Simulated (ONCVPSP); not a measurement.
## Configuration tests for Ir (ONCV)

```json
{"Element": "Ir", "Generator": "ONCVPSP 4.0.1", "Type": "optimised norm-conserving Vanderbilt (ONCV)", "Functional": "PBE", "Relativity": "scalar-relativistic", "Frozen core": "[Xe] 4f14", "Valence charge": "9", "Reference configuration": "5d7 6s2", "Partial waves": "6s: rc 2.45 bohr, ncon 4, nbas 7, qcut 2.5 1/bohr, 2 projectors, debl 1.3 Ha; p scattering state at 0.09 Ha: rc 2.25 bohr, ncon 4, nbas 7, qcut 3.4 1/bohr, 2 projectors, debl 2.1 Ha; 5d: rc 2.10 bohr, ncon 4, nbas 9, qcut 7.8 1/bohr, 2 projectors, debl 0.3 Ha", "Local potential": "polynomial inside 1.90 bohr (lpopt 5, dvloc0 0 Ha)", "Core correction": "polynomial model core, fcfact 0.2"}
```

Energies are relative to the spin-unpolarised reference configuration 5d7 6s2; without spin polarisation the order of configurations can differ from experiment.

```
valence configuration  charge  ΔE all-electron (eV)  error AE − PS (meV)
              5d7 6s1      +1                 9.880                  -12
          5d7.5 6s1.5       0                -0.285                  -14
```

Q: What are ΔE and the potential's error for 5d7 6s0?

A: ΔE = 27.349 eV all-electron; the error (AE − PS) is -52 meV.

Q: What are ΔE and the potential's error for 5d6 6s0?

A: ΔE = 57.890 eV all-electron; the error (AE − PS) is -89 meV.

Note: ghosts flagged at negative energy: p at -56.7 eV; GHOST(+) flagged for s at 12.1 eV. A true bound ghost makes a file unfit for plane-wave use.
